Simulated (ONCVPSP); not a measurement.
## What the settings do to the ONCV potential of Cd

Base potential:

* Element: cadmium
* Generator: ONCVPSP 4.0.1
* Type: optimised norm-conserving Vanderbilt (ONCV)
* Functional: PBE
* Relativity: scalar-relativistic
* Frozen core: [Ar] 3d10 4s2
* Valence charge: 18
* Reference configuration: 4p6 4d10 5s1.5 (charge +0.5)
* Partial waves: 5s: rc 1.75 bohr, ncon 3, nbas 6, qcut 4.6 1/bohr, 2 projectors, debl 1.8 Ha; 4p: rc 1.35 bohr, ncon 3, nbas 7, qcut 8.3 1/bohr, 3 projectors, debl 3.6 Ha; 4d: rc 1.90 bohr, ncon 4, nbas 9, qcut 7.7 1/bohr, 2 projectors, debl 0.4 Ha; f scattering state at 0.06 Ha: rc 1.60 bohr, ncon 3, nbas 6, qcut 7.6 1/bohr, 2 projectors, debl 1.2 Ha
* Local potential: polynomial inside 1.10 bohr (lpopt 5, dvloc0 0 Ha)
* Core correction: Teter function, fcfact 3.75, rcfact 1.4

In the d channel the program set the typed energies aside and used -0.586, 0.250 Ha.

All-electron outer shells of the reference configuration (PBE, scalar-relativistic, ld1.x):

```
shell  level (eV)  outermost node (bohr)  outermost maximum (bohr)
   4s     -110.16                   0.43                      0.79
   4p      -71.22                   0.43                      0.84
   4d      -15.95                   0.42                      0.98
   5s       -9.23                   1.06                      2.29
```

Cutoffs, loose and tight: the cutoffs (Ha) at which the residual kinetic energy of the hardest occupied pseudo-wave falls to 1 and 0.1 mHa per electron. They do not see the model core or the augmentation charge, which bear on the density cutoff. Test errors are all-electron minus pseudo excitation energies from the reference, over the configurations 4p6 4d10 5s2; 4p6 4d10 5s1; 4p6 4d10 5s0; 4p6 4d10 5s0 5p2. A dash means not determined; rows that change the core or the reference have their own tests.

A true bound ghost makes a file unfit for plane-wave use even where its test errors are small: the radial tests pick states by their node count and pass the ghost by.

| change | outcome | cutoff, loose | cutoff, tight | bound ghosts | GHOST(+) flags above zero | largest test error (meV) |
| --- | --- | --- | --- | --- | --- | --- |
| base | generated, projector energies reset by the program | 24 Ha | 29 Ha | s | s | -17 |
| local potential polynomial inside 1.10 bohr (lpopt 5, dvloc0 -2 Ha) | generated, projector energies reset by the program | 24 Ha | 29 Ha | s | s | -17 |
| local potential polynomial inside 1.10 bohr (lpopt 5, dvloc0 -1 Ha) | generated, projector energies reset by the program | 24 Ha | 29 Ha | s | s | -17 |
| local potential polynomial inside 1.10 bohr (lpopt 5, dvloc0 2 Ha) | generated, projector energies reset by the program | 24 Ha | 29 Ha | s | none | -15 |
| local potential polynomial inside 1.10 bohr (lpopt 5, dvloc0 3 Ha) | generated, projector energies reset by the program | 24 Ha | 29 Ha | s | none | -16 |
| local potential polynomial inside 1.10 bohr (lpopt 5, dvloc0 4 Ha) | generated, projector energies reset by the program | 24 Ha | 29 Ha | s | none | -17 |
| local potential polynomial inside 1.10 bohr (lpopt 5, dvloc0 5.5 Ha) | generated, projector energies reset by the program | 24 Ha | 29 Ha | s | none | -17 |
| local potential polynomial inside 1.10 bohr (lpopt 5, dvloc0 7 Ha) | generated, projector energies reset by the program | 24 Ha | 29 Ha | s | none | -17 |
| local potential polynomial inside 1.10 bohr (lpopt 5, dvloc0 8 Ha) | generated, projector energies reset by the program | 24 Ha | 29 Ha | s | none | -17 |
| local potential polynomial inside 1.10 bohr (lpopt 5, dvloc0 9 Ha) | generated, projector energies reset by the program | 24 Ha | 29 Ha | s | none | -17 |

Reading the sweep of the dvloc0 (base included, trends over the rows without a ghost): Bound ghosts are found at -2, -1, 0, 2, 3, 4, 5.5, 7, 8, 9 Ha. Every judged row has one, so this setting neither creates nor removes them.
